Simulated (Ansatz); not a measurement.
Sn10O4H16. The state is a singlet with charge 0. Geometry PBE-D4/def2-SVP; atoms count from 1.

Cartesian coordinates in Å:
```
Sn 1.8523 0.7555 -2.2649
Sn -1.4008 2.0554 1.0648
Sn 1.8413 -1.0023 1.9266
Sn -2.4658 -2.3283 -0.9291
Sn 3.5324 -0.1372 -0.1747
Sn 0.5916 1.3363 2.9604
Sn -0.2880 2.4496 -1.5208
Sn 0.2568 -1.2264 -3.4985
Sn -3.3027 0.0096 0.6113
Sn 0.1195 -2.6626 0.3558
O -2.3189 3.8140 1.5507
O 3.2227 -1.8259 3.1903
O -1.7629 -3.0702 1.3397
O -1.6688 -0.9404 -2.6955
H 2.7168 1.4224 -3.6266
H -1.6755 4.5498 1.5145
H 2.7606 -2.3360 3.8847
H -1.9882 -2.4722 2.0808
H 4.5538 1.2223 0.1805
H 4.5395 -1.3840 -0.8431
H 1.7324 2.5965 3.3401
H -0.2035 0.9327 4.4559
H 0.0818 4.0859 -1.9818
H -1.5575 1.9606 -2.6436
H -1.8727 0.0211 -2.6504
H -0.0588 -0.9870 -5.1945
H -4.6988 0.8864 0.0389
H -3.7518 -0.5316 2.2167
H 0.3875 -2.9278 -3.1960
H 0.8255 -4.2662 0.5078
```

In the def2 sets Sn takes a core potential; there is no spin–orbit coupling. Single mean-field runs in def2-TZVP are fitted with def2-universal-jkfit.

Estimate the Mulliken populations of the heavy atoms from the PBE0/def2-TZVP orbitals of Ansatz.


| atom | charge (e) |
| --- | --- |
| Sn1 | 0.04 |
| Sn2 | 0.45 |
| Sn3 | 0.36 |
| Sn4 | 0.43 |
| Sn5 | 0.04 |
| Sn6 | -0.03 |
| Sn7 | -0.01 |
| Sn8 | 0.44 |
| Sn9 | -0.07 |
| Sn10 | 0.24 |
| O11 | -0.66 |
| O12 | -0.66 |
| O13 | -0.70 |
| O14 | -0.73 |
Mulliken values and Mayer orders depend strongly on the basis.

And the Mayer bond orders between bonded heavy atoms (over 0.3)?

Sn1–Sn5 0.85 (2.83 Å); Sn1–Sn7 0.84 (2.83 Å); Sn1–Sn8 0.84 (2.83 Å); Sn2–Sn6 0.78 (2.84 Å); Sn2–Sn7 0.80 (2.84 Å); Sn2–Sn9 0.80 (2.83 Å); Sn2–O11 0.89 (2.04 Å); Sn3–Sn5 0.84 (2.83 Å); Sn3–Sn6 0.79 (2.85 Å); Sn3–Sn10 0.79 (2.86 Å); Sn3–O12 0.90 (2.05 Å); Sn4–Sn9 0.83 (2.92 Å); Sn4–Sn10 0.65 (2.91 Å); Sn8–O14 0.61 (2.11 Å); Sn10–O13 0.59 (2.16 Å).
